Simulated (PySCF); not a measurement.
Simulation results for CH$_{6}$BGe, CH$_{6}$BClGe

Computed with PySCF 2.14.0. Calculation on a computer-drawn molecule: the log of a Hartree-Fock and frozen-core CCSD(T) single point meant for a local Hartree-Fock minimum, with one planted fault or none, to be diagnosed. Offsets are logged minus clean, where the clean run is the same molecule without the fault. The reference is restricted for singlets and unrestricted otherwise, and also for a bond in bohr or an excited solution. Adding or removing an electron swaps singlet and doublet. The excited solution moves the top pair (singlet) or top alpha electron (doublet) to the lowest empty orbital. Highest occupied and lowest empty are orbital energies over both spins, largest force is the largest gradient component, triples share is (T) over the correlation energy, the T1 limit is 0.02 restricted and 0.045 unrestricted, electrons count all cores, a negative frequency is imaginary (commonest isotopes), and the dipole is about the centre of nuclear charge; on germanium a core potential holds 10 electrons, which the energies leave out, and 3d is frozen in MP2 and coupled-cluster steps.

Common to all runs: meant multiplicity 1; meant basis and core potential on germanium cc-pVDZ-PP ECP10MDF; logged SCF converged yes; logged spin squared 0; logged CC converged yes; logged SCF stable within its kind yes; possible faults no fault, one electron removed, one electron added, multiplicity raised by two, geometry at a saddle point, SCF held on an excited solution, minimal basis STO-3G, one bond length entered in bohr, all coordinates scaled.

(1) CH$_{6}$BGe

Logged structure:
```xyz
9
CH6BGe
C      1.2345     1.6886    -0.4473
B      0.3972     0.6367    -0.0446
Ge     0.1095     0.2080     1.7924
H      1.4710     2.3620     0.2306
H      2.0771     1.2491    -0.7464
H      0.8680     2.1348    -1.2490
H     -0.1170    -0.0428    -0.7049
H     -0.9394     0.6955     2.5351
H      0.9064    -0.6430     2.5205
```

```
meant charge                         : 1
meant basis                          : cc-pVDZ
logged electrons                     : 48
logged basis functions               : 81
logged highest occupied              : -17.134 eV
logged lowest empty                  : -5.5493 eV
logged largest force                 : 0.08295 hartree/bohr
logged T1 diagnostic                 : 0.011711
logged D1 diagnostic                 : 0.030026
logged triples share                 : 0.023615
logged dipole magnitude              : 0.54797 debye
logged energy HF                     : -359.05188 hartree
logged energy CCSD(T)                : -359.39898 hartree
planted fault                        : all coordinates scaled, by -9.6 %
HF energy offset from clean run      : 50.28 kcal/mol
CCSD(T) energy offset from clean run : 55.93 kcal/mol
```

Drawn bonds:
| atom | other atom | order |
| --- | --- | --- |
| 1 | 2 | 1 |
| 2 | 3 | 1 |
| 1 | 4 | 1 |
| 1 | 5 | 1 |
| 1 | 6 | 1 |
| 2 | 7 | 1 |
| 3 | 8 | 1 |
| 3 | 9 | 1 |

(2) CH$_{6}$BClGe

Logged structure:
```xyz
10
CH6BClGe
C     -0.5182    -3.3797    -0.3544
B     -1.0653    -1.9817    -0.7971
Ge    -1.4991    -1.4713    -2.7758
Cl    -1.1596    -3.2010    -4.0918
H     -0.7185    -4.1934    -1.0518
H      0.5767    -3.2545    -0.3166
H     -0.8272    -3.6616     0.6550
H     -1.2073    -1.1009     0.0093
H     -2.9626    -1.0856    -3.0014
H     -0.6035    -0.3662    -3.3395
```

```
meant charge                         : 0
meant basis                          : cc-pV(D+d)Z
logged electrons                     : 66
logged basis functions               : 104
logged highest occupied              : -10.743 eV
logged lowest empty                  : 1.4975 eV
logged largest force                 : 1.364e-05 hartree/bohr
logged lowest frequency              : 59.622 cm⁻¹
logged T1 diagnostic                 : 0.010071
logged D1 diagnostic                 : 0.02892
logged triples share                 : 0.025206
logged dipole magnitude              : 3.0599 debye
logged energy HF                     : -818.95996 hartree
logged energy CCSD(T)                : -819.49106 hartree
planted fault                        : no fault
HF energy offset from clean run      : 0 kcal/mol
CCSD(T) energy offset from clean run : 0 kcal/mol
```

Drawn bonds:
| atom | other atom | order |
| --- | --- | --- |
| 1 | 2 | 1 |
| 2 | 3 | 1 |
| 3 | 4 | 1 |
| 1 | 5 | 1 |
| 1 | 6 | 1 |
| 1 | 7 | 1 |
| 2 | 8 | 1 |
| 3 | 9 | 1 |
| 3 | 10 | 1 |
